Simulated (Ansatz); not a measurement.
Born–Oppenheimer molecular dynamics of BrCl3H2HfO (8 atoms, charge 0, multiplicity 1). It starts at the highest image of a converged band, a first-order saddle point between two minima.

Method: RKS B3LYP-D4/def2-SVP in Ansatz 0.2.0.

```yaml
ensemble: NVE (velocity Verlet)
time_step: 0.5 fs
steps_asked: 200
starting_velocities_drawn_for: 300 K
seed: 11736
```

First frame:

```xyz
8
Properties=species:S:1:pos:R:3
Hf 0.193 0.307 0.009
Cl -0.176 0.052 2.621
Cl 2.028 -0.240 -1.360
Cl -1.239 1.799 -1.102
O -0.771 -1.326 -0.081
H -1.232 -2.161 0.032
Br 1.685 2.254 1.324
H 0.748 1.224 2.428
```

What does the run give?

All steps were run.

```
steps done                                               : 200
time covered                                             : 100 fs
mean temperature over the second half                    : 202 K
spread of the potential energy over the second half      : 6.2 meV per atom
mean potential energy of the second half above the start : 9.5 meV per atom
```

The conserved energy stayed within 0.079 meV per atom of its start (net change 0.079 meV per atom), so the integration is sound. A run of 0.1 ps of so small a system gives no equilibrium averages. The orbitals stay closed-shell, which can raise the energy where a bond breaks towards radicals; this wasn't checked here.

What happens to the structure?

Between its relaxed ends the band would form Cl2–H8 and break Br7–H8. These pairs go: Cl2–H8 1.51 → 2.03 Å, Br7–H8 1.78 → 1.39 Å. In the last frame they stand as before the step (other bonds may differ from the relaxed reactants and products). It ends as one piece, BrCl3H2HfO. Pairs count as bonded within 1.25 times the sum of covalent radii (0.12 Å more for H–H). Another seed would give other details.

How do temperature and energy run in time?


| time (fs) | T (K) | potential energy less start (eV) | conserved less start (meV/atom) |
| --- | --- | --- | --- |
| 0 | 300 | 0.000 | 0.00 |
| 8 | 171 | 0.100 | 0.02 |
| 16 | 143 | 0.122 | 0.02 |
| 24 | 129 | 0.133 | 0.03 |
| 32 | 151 | 0.116 | 0.02 |
| 40 | 99 | 0.156 | 0.03 |
| 48 | 127 | 0.135 | 0.03 |
| 56 | 198 | 0.079 | 0.02 |
| 64 | 129 | 0.133 | 0.02 |
| 72 | 146 | 0.119 | 0.01 |
| 80 | 219 | 0.063 | 0.00 |
| 88 | 239 | 0.048 | 0.02 |
| 96 | 355 | -0.043 | -0.03 |

Run time: 5.7 min on 4 threads of AMD EPYC 9R45 96-Core Processor (Zen 5), on a shared host, peak memory 0.48 GiB.
